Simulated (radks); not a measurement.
All-electron atom: neutral arsenic in [Ar] 3d9 4s2 4p4 (not the ground configuration). Method: Dirac Kohn-Sham, LDA (Slater exchange, Perdew-Wang correlation), spin-unpolarised, spherical densities, finite nucleus; open shells are shared between the two j in proportion to 2j + 1; Fermi nuclear charge, rms radius 4.0968 fm; computed with a radial shooting solver on a logarithmic mesh with Libxc functionals.

Spin-orbit splittings of the eigenvalues, e(l+1/2) - e(l-1/2), with zeta = 2 splitting/(2l+1) and mean radii in bohr:

shell,occ.,splitting (eV),zeta (eV),<r> j=l-1/2,<r> j=l+1/2
2p,6,36.47,24.31,0.1748,0.1785
3p,6,5.152,3.435,0.6039,0.6142
3d,9,0.7752,0.3101,0.6499,0.6540
4p,4,0.3544,0.2363,2.303,2.352
